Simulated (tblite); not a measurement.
C₇H₅FO₂S.
SMILES with atom numbers: `[CH3:1][C:2](=[O:3])[c:4]1[cH:5][cH:6][c:7]([C:8](=[O:9])[F:10])[s:11]1` (hydrogens: H12, H13, H14 on C1; H15 on C5; H16 on C6)

Geometry (GFN2-xTB, Å), atoms numbered from 1 in this order:
```xyz
16
C7H5FO2S angstrom
C      1.4020   -1.6796   -1.8198
C      0.0365   -1.6768   -1.1902
O     -0.8056   -2.5151   -1.4107
C     -0.2358   -0.5660   -0.2600
C     -1.4189   -0.3759    0.4245
C     -1.4028    0.7556    1.2376
C     -0.2003    1.4326    1.1735
C      0.1205    2.6375    1.9013
O     -0.5559    3.2483    2.6589
F      1.3903    3.0712    1.6290
S      0.9156    0.6650    0.1009
H      1.5514   -0.7618   -2.3851
H      2.1660   -1.7298   -1.0465
H      1.4996   -2.5346   -2.4829
H     -2.2515   -1.0481    0.3218
H     -2.2187    1.0865    1.8545
```

Computed values, GFN2-xTB/tblite, gas phase, harmonic and unscaled. This tight-binding method is rough: wavenumbers can miss measured ones by several per cent, in bad cases by 10 to 20. One conformer, not necessarily the lowest.

Harmonic wavenumbers (cm⁻¹): 43.9, 68.1, 79.0, 100.9, 114.2, 182.1, 214.2, 289.9, 397.6, 410.6, 436.6, 462.0, 514.2, 576.5, 597.6, 669.5, 677.8, 721.4, 738.5, 824.6, 869.2, 930.8, 986.4, 989.7, 1009.9, 1069.9, 1160.3, 1183.5, 1212.7, 1355.3, 1369.3, 1420.7, 1442.6, 1452.6, 1501.6, 1729.7, 1818.0, 3025.7, 3031.6, 3064.0, 3138.6, 3148.4.

A = 2603, B = 552.6, C = 457.1 MHz; mass 171.999 u (most abundant isotopes); point group Cs, symmetry number 1.

Task: Zero-point energy?

Result: Half the sum of the wavenumbers: 22515 cm⁻¹ = 64.37 kcal/mol.

Task: Entropy at 200 K, 1 bar (ideal gas, RRHO, classical rotation)?

Result: Translation 39.38, rotation 29.38, vibration 22.29: S = 91.0 cal/(mol K).

Task: And Cp and H(200 K) − H(0)?

Result: Cp = 30.15 cal/(mol K), of which vibrations give 22.21 (their classical limit is 42 R = 83.5); H(200 K) − H(0) = 3.94 kcal/mol without the zero-point energy, 2.35 from vibrations.

Task: How do the functions run with temperature in this model?

Result: 
| T (K) | S (cal/(mol K)) | Cp (cal/(mol K)) | H − H(0) (kcal/mol) | G − H(0) (kcal/mol) | ln q(vib) |
| --- | --- | --- | --- | --- | --- |
| 50 | 61.9 | 14.8 | 0.54 | -2.56 | 0.70 |
| 100 | 74.0 | 20.3 | 1.42 | -5.98 | 2.25 |
| 298.15 | 104.9 | 39.8 | 7.38 | -23.90 | 8.14 |
| 373.15 | 114.6 | 46.4 | 10.61 | -32.13 | 10.24 |
| 500 | 129.5 | 55.5 | 17.10 | -47.63 | 13.67 |
| 750 | 154.4 | 67.3 | 32.58 | -83.22 | 19.95 |
| 1000 | 174.8 | 74.3 | 50.34 | -124.45 | 25.59 |

q(vib) and H(0) count from the zero-point level.

Task: Which modes carry the vibrational entropy at 200 K?

Result: 43.9 cm⁻¹: 4.29; 68.1 cm⁻¹: 3.42; 79.0 cm⁻¹: 3.14; 100.9 cm⁻¹: 2.67; 114.2 cm⁻¹: 2.43; 182.1 cm⁻¹: 1.59 cal/(mol K); the other 36 give 4.75 together.

Task: Blend soft modes into free rotors: weight 1/[1 + (100 cm⁻¹/ν̃)⁴] for the oscillator and the rest for a rotor with moment μB/(μ + B), μ = h/(8π²ν), B = 10⁻⁴⁴ kg m². What vibrational entropy results?

Result: 20.42 cal/(mol K) in place of 22.29, which changes −T·S at 200 K by +0.37 kcal/mol.

Task: What must be added to the electronic energy to get the Gibbs energy at 200 K and 1 bar?

Result: ZPE + [H(200 K) − H(0)] − T·S = 64.37 + 3.94 − 18.21 = 50.10 kcal/mol.

Hindered rotation and anharmonicity are outside this model. Other conformers, if any are populated, would add a mixing term that is left out.
